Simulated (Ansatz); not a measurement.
Mulliken charges of CH6ClNSi (`CN[SiH2]Cl`) from r2SCAN/def2-TZVPP in Ansatz (PBE0-D4/def2-TZVP geometry).

```
atom   x (Å)   y (Å)   z (Å)  charge (e)
  C1  -0.618   1.052  -0.712      -0.045
  N2   0.141   0.526   0.406      -0.345
 Si3   0.714  -1.069   0.494       0.520
 Cl4  -0.758  -2.512   0.724      -0.288
  H5  -1.699   0.910  -0.603       0.067
  H6  -0.421   2.119  -0.847       0.056
  H7  -0.310   0.546  -1.630       0.052
  H8  -0.030   1.010   1.273       0.136
  H9   1.595  -1.177   1.677      -0.076
 H10   1.384  -1.405  -0.782      -0.079
```

Task: By hand: the dipole of these point charges (1 e Å = 4.8032 D).

Result: Σ q r = (0.181, 0.485, -0.125) e Å, of length 0.533 e Å = 2.56 D.

Task: How does the dipole of the full density compare? (An estimate is asked.)

Result: Ansatz gave: (0.022, 0.463, -0.023) e Å, 2.23 D; the point charges give 1.15 times that, at 21° from its direction.

Point charges leave out the atoms' own dipoles, such as those of lone pairs, and Mulliken's split depends on the basis, so the two needn't agree.
